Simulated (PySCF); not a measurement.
## Computed properties of C2H6N2Si, SMILES C#C[SiH](N)N

C2H6N2Si, SMILES N[SiH](N)C#C. The structure is a stationary point at r2SCAN-D4/def2-SVP. The structure was generated by enumeration, and PubChem lists no compound with its InChIKey, so it may never have been made. Other conformers were not sampled. All values are computed for the isolated molecule unless a solvent is named; none is compared with measurement here.

**Structure.** All 27 harmonic modes at r2SCAN-D4/def2-SVP (PySCF) are real, so it is a minimum. With heavy atoms numbered as in [CH:1]#[C:2][SiH:3]([NH2:4])[NH2:5], the shortest bond between them is C1–C2 at 1.222 Å and the longest C2–Si3 at 1.850 Å.

**Vibrations.** The strongest infrared lines (harmonic, unscaled, degenerate partners summed) lie at 957 cm⁻¹ (229 km/mol, H 60 %, Si 26 %, N 14 %), 897 cm⁻¹ (192 km/mol, H 51 %, N 25 %, Si 24 %), 442 cm⁻¹ (190 km/mol, H 64 %, N 27 %). The softest mode is at 125 cm⁻¹ and the zero-point energy is 50.3 kcal/mol.

**Electronic structure.** CAM-B3LYP/def2-TZVP (PySCF) places the frontier levels at -8.87 and 1.15 eV, a gap of 10.02 eV, and gives a dipole moment of 0.44 D and a mean polarisability of 60.0 bohr³. PBE/def2-TZVP (PySCF) at the same geometry gives -6.03 and -0.86 eV, so its gap is 4.85 eV narrower. An orbital gap is neither the optical nor the fundamental gap.

**Excitations.** TDDFT-B3LYP/def2-SVPD (PySCF) has S1 at 5.93 eV (209 nm, f = 0.002, weak); the most intense of the 10 singlets computed lies at 6.47 eV (f = 0.05). T1 (TDA) is at 4.88 eV. TDDFT-PBE/def2-SVPD (PySCF) puts S1 at 5.32 eV. No vertical singlet excitation falls in the visible range (under 3.1 eV).

**NMR.** GIAO shifts at HF/pcSseg-1 (PySCF) (non-relativistic, atoms alike by connectivity averaged): ¹³C from 93.6 to 105.4 ppm against TMS; ¹H from 1.1 to 4.5 ppm against TMS; ²⁹Si at -50.6 ppm against TMS.

**Solvation.** SMD-B3LYP/def2-SVP (PySCF) gives -1.7 kcal/mol in water, -4.6 kcal/mol in acetone, -4.2 kcal/mol in methanol (1 M in both phases, gas-phase geometry).
